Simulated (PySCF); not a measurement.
How methods differ on the ionisation energy of O⁺

O⁺ [He] 2s2 2p3 (4S) → O²⁺ [He] 2s2 2p2 (3P), as a difference of total energies. All numbers are calculated (PySCF 2.14, no relativity, point nucleus, in def2-SVP (3s2p1d, 14 functions)). Correlated levels: valence: 1s2 frozen. The calculations carry no spin-orbit coupling.

| method | ionisation energy (eV) | error (eV) |
| --- | --- | --- |
| UHF | 34.727 | -0.394 |
| PBE0 | 35.485 | +0.364 |
| r2SCAN | 35.636 | +0.515 |
| MP2 (valence) | 35.110 | -0.011 |
| SCS-MP2 (valence) | 34.912 | -0.209 |
| CCSD (valence) | 34.897 | -0.224 |
| CCSD(T) (valence) | 34.896 | -0.225 |

Reference: 35.121 eV (measured; NIST Atomic Spectra Database, ionization energies).

Errors of the correlated levels include the incompleteness of this basis and the frozen core.
